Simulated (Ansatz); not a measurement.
Input and output for [Sm(NH3)6]3+ (SmN6H18³⁺).

```yaml
crystal:
  periodic: [false, false, false]
  atoms:
    - {symbol: Sm, position_ang: [-0.000468, -0.000713, -0.001187]}
    - {symbol: N, position_ang: [-0.016802, 0.168779, 2.595279]}
    - {symbol: H, position_ang: [0.833453, 0.582690, 3.021144]}
    - {symbol: H, position_ang: [-0.103006, -0.746763, 3.077312]}
    - {symbol: H, position_ang: [-0.785770, 0.728524, 3.008412]}
    - {symbol: N, position_ang: [-0.004274, -0.166268, -2.597703]}
    - {symbol: H, position_ang: [-0.835331, -0.624961, -3.015473]}
    - {symbol: H, position_ang: [0.789621, -0.682986, -3.019781]}
    - {symbol: H, position_ang: [0.027545, 0.752889, -3.079512]}
    - {symbol: N, position_ang: [2.564371, -0.024869, 0.012961]}
    - {symbol: H, position_ang: [3.005467, 0.913829, -0.009509]}
    - {symbol: H, position_ang: [2.996709, -0.521816, -0.788278]}
    - {symbol: H, position_ang: [2.986754, -0.478680, 0.844938]}
    - {symbol: N, position_ang: [-2.565091, 0.024871, -0.030883]}
    - {symbol: H, position_ang: [-2.980418, 0.582017, -0.801381]}
    - {symbol: H, position_ang: [-3.004845, 0.414568, 0.823929]}
    - {symbol: H, position_ang: [-3.005704, -0.908712, -0.132831]}
    - {symbol: N, position_ang: [0.011351, 2.596696, 0.164627]}
    - {symbol: H, position_ang: [0.369218, 2.996092, 1.051800]}
    - {symbol: H, position_ang: [-0.920560, 3.041225, 0.062705]}
    - {symbol: H, position_ang: [0.581171, 3.074661, -0.559431]}
    - {symbol: N, position_ang: [0.010205, -2.599642, -0.144964]}
    - {symbol: H, position_ang: [-0.225964, -3.008541, -1.067830]}
    - {symbol: H, position_ang: [-0.649193, -3.073082, 0.501791]}
    - {symbol: H, position_ang: [0.921581, -3.039788, 0.083874]}
basis:
  gaussian: {orbitals: def2-SVP}
total_charge: 3
magnetization: {spin_polarized: true, initial_magnetization: 5}
hamiltonian: {xc: {name: HF}, dispersion: d4}
scf: {omitted_lower_state_checks: [starts]}
```

```sh
$ ansatz run in.yaml --threads 4 --pin off --events-out ev --progress --plain --max-ram 6963MiB
```

Output, abridged:

```
Functional definition: HF
basis functions trapped inside cores are left out: 1
2455 factors; integrals over basis functions are off by at most 1.3e-3 eV
mean field evaluation 1: about -26980.2450 eV, gradient 7.6e1 eV
mean field evaluation 2: about -26980.4815 eV, gradient 7.6e1 eV
mean field evaluation 4: about -27002.4501 eV, gradient 5.1e0 eV
mean field evaluation 8: about -27002.7950 eV, gradient 8.9e-1 eV
mean field evaluation 16: about -27002.8913 eV, gradient 8.8e-2 eV
mean field evaluation 32: about -27002.9078 eV, gradient 5.5e-5 eV
mean field -27002.90784630 eV, -992.3385601233 hartree, gradient 5.6e-6 eV, S^2 8.755840; 0 other end points of the search recorded, 0 dependent functions left out
reference -27002.90784630 eV, -992.3385601233 hartree; 48, 43 occupied and 203, 208 virtual orbitals, 2455 factors
Total energy: -27003.97875367 eV, -992.3779152430 hartree
Checks for a lower state left out: starts
```

Run time 1.8 min (4 threads of Intel Xeon on a shared host), peak host memory 1.6 GiB.

In the def2 sets Sm takes a core potential; there is no spin–orbit coupling. With an open 4f shell the SCF may have ended on a state above the lowest.
